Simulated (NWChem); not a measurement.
System: C3H6OSi; SMILES C1=C[SiH2]OC1

Output (shortened):

```
             Northwest Computational Chemistry Package (NWChem) 7.3.0
             --------------------------------------------------------

                             Geometry "geometry" -> ""
                             -------------------------

 Output coordinates in angstroms (scale by  1.889725989 to convert to a.u.)

  No.       Tag          Charge          X              Y              Z
 ---- ---------------- ---------- -------------- -------------- --------------
    1 C                    6.0000     0.63253400     1.33359800     0.00000000
    2 C                    6.0000     1.34624500     0.19661900     0.00000000
    3 Si                  14.0000     0.10437400    -1.19128800     0.00000000
    4 O                    8.0000    -1.22400400    -0.15624800     0.00000000
    5 C                    6.0000    -0.86459600     1.20098400     0.00000000
    6 H                    1.0000     1.07428600     2.33789500     0.00000000
    7 H                    1.0000     2.43852300     0.19520400     0.00000000
    8 H                    1.0000     0.11670100    -2.07338300     1.20631300
    9 H                    1.0000     0.11670100    -2.07338300    -1.20631300
   10 H                    1.0000    -1.29430700     1.70910300    -0.88576600
   11 H                    1.0000    -1.29430700     1.70910300     0.88576600

 Effective nuclear repulsion energy (a.u.)     225.5075250245

                              NWChem Property Module
                              ----------------------

                                 NWChem DFT Module
                                 -----------------

 Summary of "ao basis" -> "ao basis" (spherical)
 ------------------------------------------------------------------------------
       Tag                 Description            Shells   Functions and Types
 ---------------- ------------------------------  ------  ---------------------
 C                           sto-3g                  3        5   2s1p
 Si                          sto-3g                  5        9   3s2p
 O                           sto-3g                  3        5   2s1p
 H                           sto-3g                  1        1   1s

            General Information
            -------------------
          SCF calculation type: DFT
          Wavefunction type:  closed shell.
          No. of atoms     :    11
          No. of electrons :    46
           Alpha electrons :    23
            Beta electrons :    23
          Charge           :     0
          Spin multiplicity:     1
          Use of symmetry is: off; symmetry adaption is: off
          Maximum number of iterations: 150
          AO basis - number of functions:    35
                     number of shells:    23
          Convergence on energy requested:  1.00D-06
          Convergence on density requested:  1.00D-05
          Convergence on gradient requested:  5.00D-04

              XC Information
              --------------
                         B3LYP Method XC Potential
                     Hartree-Fock (Exact) Exchange  0.200
                        Slater Exchange Functional  0.800 local
                    Becke 1988 Exchange Functional  0.720 non-local
              Lee-Yang-Parr Correlation Functional  0.810
                  VWN I RPA Correlation Functional  0.190 local

             Grid Information
             ----------------
          Grid used for XC integration:  medium
          Radial quadrature: Mura-Knowles
          Angular quadrature: Lebedev.
          Tag              B.-S. Rad. Rad. Pts. Rad. Cut. Ang. Pts.
          ---              ---------- --------- --------- ---------
          C                   0.70       49          10.0       434
          Si                  1.10       88          10.0       590
          O                   0.60       49          10.0       434
          H                   0.35       45          11.0       434
          Grid pruning is: on
          Number of quadrature shells:   554
          Spatial weights used:  Erf1

      Superposition of Atomic Density Guess
      -------------------------------------

 Sum of atomic energies:        -473.56297203

      Non-variational initial energy
      ------------------------------

 Total energy =    -474.371705
 1-e energy   =   -1108.169256
 2-e energy   =     408.290026
 HOMO         =      -0.102194
 LUMO         =       0.245758

   convergence    iter        energy       DeltaE   RMS-Dens  Diis-err
 ---------------- ----- ----------------- --------- --------- ---------
 d= 0,ls=0.0,diis     1   -476.7215549461 -7.02D+02  4.51D-02  5.86D-01
 d= 0,ls=0.0,diis     2   -476.7004594482  2.11D-02  2.68D-02  8.04D-01
 d= 0,ls=0.0,diis     3   -476.8157877621 -1.15D-01  4.67D-03  1.06D-02
 d= 0,ls=0.0,diis     4   -476.8165269262 -7.39D-04  2.38D-03  6.72D-03
 d= 0,ls=0.0,diis     5   -476.8174682396 -9.41D-04  7.13D-04  6.19D-04
  Resetting Diis
 d= 0,ls=0.0,diis     6   -476.8175675258 -9.93D-05  7.85D-05  4.56D-06
 d= 0,ls=0.0,diis     7   -476.8175682178 -6.92D-07  3.95D-05  4.80D-07
 d= 0,ls=0.0,diis     8   -476.8175682408 -2.30D-08  1.85D-05  3.12D-07
 d= 0,ls=0.0,diis     9   -476.8175683025 -6.17D-08  4.57D-06  3.23D-08

         Total DFT energy =     -476.817568302459
      One electron energy =    -1105.835540032561
           Coulomb energy =      451.692009620356
    Exchange-Corr. energy =      -48.181562914771
 Nuclear repulsion energy =      225.507525024516

 Numeric. integr. density =       46.000005973689

                       DFT Final Molecular Orbital Analysis
                       ------------------------------------

 Vector   21  Occ=2.000000D+00  E=-2.011965D-01
              MO Center=  7.9D-01,  6.5D-01,  9.6D-11, r^2= 1.8D+00
   Bfn.  Coefficient  Atom+Function         Bfn.  Coefficient  Atom+Function
  ----- ------------  ---------------      ----- ------------  ---------------
    10      0.611565   2 C  pz                5      0.606129   1 C  pz
    24     -0.204903   4 O  pz               32     -0.124015   8 H  s
    33      0.124015   9 H  s                34      0.118681  10 H  s
    35     -0.118681  11 H  s                29     -0.100129   5 C  pz
    19     -0.037494   3 Si pz

 Vector   22  Occ=2.000000D+00  E=-1.792368D-01
              MO Center= -1.0D+00, -3.5D-02,  1.7D-10, r^2= 1.5D+00
   Bfn.  Coefficient  Atom+Function         Bfn.  Coefficient  Atom+Function
  ----- ------------  ---------------      ----- ------------  ---------------
    22      0.784062   4 O  px               21     -0.407614   4 O  s
     3      0.238222   1 C  px               17     -0.187431   3 Si px
     9      0.177487   2 C  py               18      0.157973   3 Si py
     2     -0.148951   1 C  s                 7     -0.142181   2 C  s
    16      0.134979   3 Si s                28     -0.127416   5 C  py

 Vector   23  Occ=2.000000D+00  E=-1.314205D-01
              MO Center= -1.1D+00, -1.5D-01, -8.3D-10, r^2= 1.7D+00
   Bfn.  Coefficient  Atom+Function         Bfn.  Coefficient  Atom+Function
  ----- ------------  ---------------      ----- ------------  ---------------
    24      0.898840   4 O  pz               32     -0.248417   8 H  s
    33      0.248417   9 H  s                34      0.239913  10 H  s
    35     -0.239913  11 H  s                10      0.094242   2 C  pz
    29     -0.078116   5 C  pz               19      0.052877   3 Si pz

 Vector   24  Occ=0.000000D+00  E= 1.124764D-01
              MO Center=  8.3D-01,  7.2D-01, -3.0D-10, r^2= 1.8D+00
   Bfn.  Coefficient  Atom+Function         Bfn.  Coefficient  Atom+Function
  ----- ------------  ---------------      ----- ------------  ---------------
     5      0.787531   1 C  pz               10     -0.753918   2 C  pz
    34      0.201565  10 H  s                35     -0.201565  11 H  s
    19     -0.158299   3 Si pz               32      0.158806   8 H  s
    33     -0.158806   9 H  s                24      0.060706   4 O  pz
    15      0.048025   3 Si pz               29      0.046811   5 C  pz

 Vector   25  Occ=0.000000D+00  E= 2.352274D-01
              MO Center= -1.9D-01, -5.4D-01, -3.6D-10, r^2= 2.6D+00
   Bfn.  Coefficient  Atom+Function         Bfn.  Coefficient  Atom+Function
  ----- ------------  ---------------      ----- ------------  ---------------
    17      0.944940   3 Si px               21      0.625508   4 O  s
    22      0.409479   4 O  px               28      0.383411   5 C  py
    13     -0.286661   3 Si px               27      0.276271   5 C  px
     9      0.258618   2 C  py               30     -0.241255   6 H  s
    16     -0.234339   3 Si s                 3      0.216654   1 C  px

 Vector   26  Occ=0.000000D+00  E= 2.696679D-01
              MO Center=  3.9D-01, -1.3D+00,  1.6D-09, r^2= 2.5D+00
   Bfn.  Coefficient  Atom+Function         Bfn.  Coefficient  Atom+Function
  ----- ------------  ---------------      ----- ------------  ---------------
    16      1.156047   3 Si s                32     -0.681737   8 H  s
    33     -0.681737   9 H  s                 7     -0.543435   2 C  s
     9      0.359325   2 C  py               17      0.292829   3 Si px
    12     -0.228640   3 Si s                21     -0.214655   4 O  s
    22     -0.214220   4 O  px                8      0.208689   2 C  px

[...]

 DFT Linear Response polarizability / au
 Frequency  =       0.0773000 / au
 Wavelength =     589.4353558 / nm
              X              Y              Z
 -----------------------------------------------
 X      28.3845084     -5.1831373      0.0000000
 Y      -5.1831279     42.9840931     -0.0000000
 Z       0.0000000     -0.0000000     18.4383245
 -----------------------------------------------
 Eigenvalues =      26.7315425     44.6370590     18.4383245
 Isotropic   =      29.9356420
 Anisotropic =      23.1922258
 -----------------------------------------------

 Magnetic Dipole Response Matrix (nonzero elements):

 Exiting AOResponse driver routine
```

Level: B3LYP/STO-3G. STO-3G and 3-21G are far too small for this property and stand as cheap habits. Geometry: optimised at PBE0/def2-SVP. B3LYP is NWChem's, with the RPA form of VWN correlation.

### Question
Reconstruct the input file.

### Answer
Several could match; the one computed here: the input that was run:
```
start job
memory heap 200 mb stack 900 mb global 1100 mb
geometry units angstroms noautosym nocenter noautoz
  C      0.632534     1.333598     0.000000
  C      1.346245     0.196619     0.000000
  Si     0.104374    -1.191288     0.000000
  O     -1.224004    -0.156248     0.000000
  C     -0.864596     1.200984     0.000000
  H      1.074286     2.337895     0.000000
  H      2.438523     0.195204     0.000000
  H      0.116701    -2.073383     1.206313
  H      0.116701    -2.073383    -1.206313
  H     -1.294307     1.709103    -0.885766
  H     -1.294307     1.709103     0.885766
end
basis spherical
  * library sto-3g
end
dft
  xc b3lyp
  iterations 150
end
property
  response 1 0.0773
end
task dft property
```
